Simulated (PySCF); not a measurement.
**Correlation energy of Pd (palladium, neutral)**

Starting occupation: [Kr] 4d10. All numbers are calculated (PySCF 2.14, X2C-1e with screened-nucleus spin-orbit coupling, Gaussian nucleus, in x2c-TZVPPall-2c (8s9p7d2f1g, 93 functions)). Frozen: [Ar] 3d10; 18 electrons correlated; the 6 highest virtual spinors left out.

MP2 pair energies summed by pair of shells (mhartree):

```json
{"pair": "4d3/2-4d5/2", "energy": "-182.93", "share (%)": "26.8"}
{"pair": "4d5/2-4d5/2", "energy": "-128.57", "share (%)": "18.8"}
{"pair": "4d5/2-4p3/2", "energy": "-77.20", "share (%)": "11.3"}
{"pair": "4d3/2-4d3/2", "energy": "-55.36", "share (%)": "8.1"}
{"pair": "4d3/2-4p3/2", "energy": "-51.71", "share (%)": "7.6"}
{"pair": "4d5/2-4p1/2", "energy": "-36.84", "share (%)": "5.4"}
{"pair": "4d3/2-4p1/2", "energy": "-25.76", "share (%)": "3.8"}
{"pair": "4p3/2-4p3/2", "energy": "-24.77", "share (%)": "3.6"}
{"pair": "4p1/2-4p3/2", "energy": "-23.77", "share (%)": "3.5"}
{"pair": "4d5/2-4s1/2", "energy": "-22.07", "share (%)": "3.2"}
{"pair": "4p3/2-4s1/2", "energy": "-18.40", "share (%)": "2.7"}
{"pair": "4d3/2-4s1/2", "energy": "-14.94", "share (%)": "2.2"}
{"pair": "4p1/2-4s1/2", "energy": "-9.25", "share (%)": "1.4"}
{"pair": "4p1/2-4p1/2", "energy": "-6.50", "share (%)": "1.0"}
{"pair": "4s1/2-4s1/2", "energy": "-4.59", "share (%)": "0.7"}
```

Total MP2 correlation energy: -682.67 mhartree.

This basis was not built for core-valence correlation, so the inner-shell part is incomplete.
